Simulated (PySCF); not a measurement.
Si(H)(Me)2(Cl) (C2H7ClSi), SMILES C[SiH](C)Cl. Coordinates come from a PBE-D3(BJ)/def2-SVP optimisation.

The numbers are results of PBE-D3(BJ)/def2-SVP (PySCF), not measurements.

Harmonic wavenumbers (cm⁻¹): 154, 165, 184, 187, 233, 496, 600, 650, 679, 703, 758, 832, 870, 878, 1215, 1220, 1372, 1376, 1380, 1390, 2164, 2975, 2976, 3074, 3075, 3087, 3087. Rotational constants (GHz): 5.293, 3.144, 2.228; symmetry number 1.

Q: Work out the zero-point energy and the ideal-gas rigid-rotor harmonic-oscillator thermochemistry at 298.15 K and 1 atm.

A: ZPE = ½ Σ hcν = ½ × 35780 cm⁻¹ = 214.01 kJ/mol. H − E(el) = 234.51 kJ/mol. Entropy in J/(mol K): translation 165.49, rotation 111.14, vibration 60.79, total 337.42. G − E(el) = 133.90 kJ/mol. Cp = 106.27 J/(mol K).
